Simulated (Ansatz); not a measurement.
A CCSD(T) single point on Ge$_{4}$H$_{12}$Si$_{2}$, SMILES `[SiH2]1[SiH2][GeH2][GeH2][GeH2][GeH2]1`.

```yaml
crystal:
  periodic: [false, false, false]
  atoms:
    - {symbol: Si, position_ang: [0.307434, -1.969551, 0.897392]}
    - {symbol: Si, position_ang: [2.077143, -0.508557, 0.458204]}
    - {symbol: Ge, position_ang: [1.625442, 0.620445, -1.594891]}
    - {symbol: Ge, position_ang: [-0.753463, 1.086001, -1.798121]}
    - {symbol: Ge, position_ang: [-1.664806, 1.426135, 0.422932]}
    - {symbol: Ge, position_ang: [-1.563673, -0.683076, 1.630593]}
    - {symbol: H, position_ang: [-0.058817, -2.671203, -0.365170]}
    - {symbol: H, position_ang: [0.660883, -2.996513, 1.916420]}
    - {symbol: H, position_ang: [2.150052, 0.498893, 1.553741]}
    - {symbol: H, position_ang: [3.387128, -1.213135, 0.384041]}
    - {symbol: H, position_ang: [2.079262, -0.256558, -2.777564]}
    - {symbol: H, position_ang: [2.411391, 1.944121, -1.656278]}
    - {symbol: H, position_ang: [-0.994167, 2.302160, -2.711717]}
    - {symbol: H, position_ang: [-1.449841, -0.133118, -2.433537]}
    - {symbol: H, position_ang: [-0.795980, 2.466070, 1.156805]}
    - {symbol: H, position_ang: [-3.109180, 1.958447, 0.377664]}
    - {symbol: H, position_ang: [-1.438989, -0.403985, 3.140693]}
    - {symbol: H, position_ang: [-2.869831, -1.466598, 1.398792]}
basis:
  gaussian: {orbitals: def2-TZVPP}
correlation: {method: ccsd_t}
output: {orbitals: {seedname: orbitals}}
```

```sh
$ ansatz run in.yaml --threads 6 --pin off --events-out ev --progress --plain --backend cuda
```

The program prints (abridged):

```
Functional definition: HF
2674 factors; integrals over basis functions are off by at most 1.0e-3 eV
mean field evaluation 1: about -241807.4013 eV, gradient 2.2e1 eV
mean field evaluation 2: about -241807.6793 eV, gradient 2.3e1 eV
mean field evaluation 4: about -241810.6084 eV, gradient 5.2e0 eV
mean field evaluation 8: about -241810.6647 eV, gradient 2.2e-1 eV
mean field evaluation 16: about -241810.6650 eV, gradient 1.6e-6 eV
mean field -241810.66496284 eV, -8886.3780322286 hartree, gradient 1.6e-6 eV, S^2 0.000000; 0 other end points of the search recorded, 0 dependent functions left out
46 core orbitals not correlated: weight in the atoms' cores, before any rotation towards them, 1.000 or more for the frozen orbitals, at most 0.000 for the correlated occupied ones
reference -241810.66496284 eV, -8886.3780322286 hartree; 38, 38 occupied and 360, 360 virtual orbitals, 2674 factors
second order -35.18257075 eV of doubles, -0.00000000 eV of singles
cycle   1  -35.59104359 eV  change   -4.1e-1 eV  update   1.6e-1
cycle   2  -36.95181447 eV  change    -1.4e0 eV  update   4.5e-2
cycle   3  -37.07127754 eV  change   -1.2e-1 eV  update   2.1e-2
cycle   4  -37.05407151 eV  change    1.7e-2 eV  update   4.9e-3
cycle   5  -37.05293765 eV  change    1.1e-3 eV  update   1.5e-3
cycle   6  -37.05171480 eV  change    1.2e-3 eV  update   4.4e-4
cycle   7  -37.05149939 eV  change    2.2e-4 eV  update   1.3e-4
cycle   8  -37.05155303 eV  change   -5.4e-5 eV  update   4.4e-5
perturbative correction -1.46091900 eV, -0.0536877829 hartree
Total energy: -241849.17743486 eV, -8887.7933394708 hartree
```

Hardware: 6 threads of an AMD EPYC 7R13 on a shared host and a share of an NVIDIA H100 80 GB. Wall time 2.1 min, peak host memory 2.1 GiB.

Correlation energy per correlated electron: -0.507 eV. T1 diagnostic: 0.0123.
